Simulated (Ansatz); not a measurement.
Input file:

```yaml
crystal:
  periodic: [false, false, false]
  atoms:
    - { symbol: Ga, position_ang: [-0.180065, -0.261548, -0.111415] }
    - { symbol: O, position_ang: [-0.475536, -0.976842, 1.521624] }
    - { symbol: H, position_ang: [-1.340584, -1.420202, 1.587519] }
    - { symbol: "N", position_ang: [1.594594, 0.006463, -0.504756] }
    - { symbol: H, position_ang: [2.232416, 0.012896, 0.297605] }
    - { symbol: H, position_ang: [1.834594, 0.779428, -1.13242] }
    - { symbol: "N", position_ang: [-1.558209, -0.222465, -1.337253] }
    - { symbol: H, position_ang: [-2.473491, 0.061815, -0.974202] }
    - { symbol: H, position_ang: [-1.380531, 0.299233, -2.200543] }
    - { symbol: O, position_ang: [-0.464675, 1.983635, 1.832229] }
    - { symbol: Si, position_ang: [0.994313, 2.782372, 2.144422] }
    - { symbol: H, position_ang: [2.134005, 1.821416, 2.371974] }
    - { symbol: H, position_ang: [1.276047, 3.658395, 0.959194] }
    - { symbol: H, position_ang: [0.886997, 3.654589, 3.368771] }
    - { symbol: H, position_ang: [-0.551673, 1.093616, 2.267551] }
basis:
  gaussian: { orbitals: def2-SVP }
hamiltonian:
  xc: pbe
relax:
  f_tol: 0.03
  max_steps: 50
output:
  orbitals: {}
```

Run as:

```bash
$ ansatz run input.yaml --threads 4 --pin off --max-ram 5120MiB --backend cpu --events-out ev --progress --plain --runs-dir out
```

Hardware: 4 threads of Intel(R) Xeon(R) 6975P-C (Granite Rapids), on a shared host.

Question: Roughly how long does this run take, and how much memory?

Answer: 24 s, with a peak of 0.24 GiB, for 12 ionic steps.
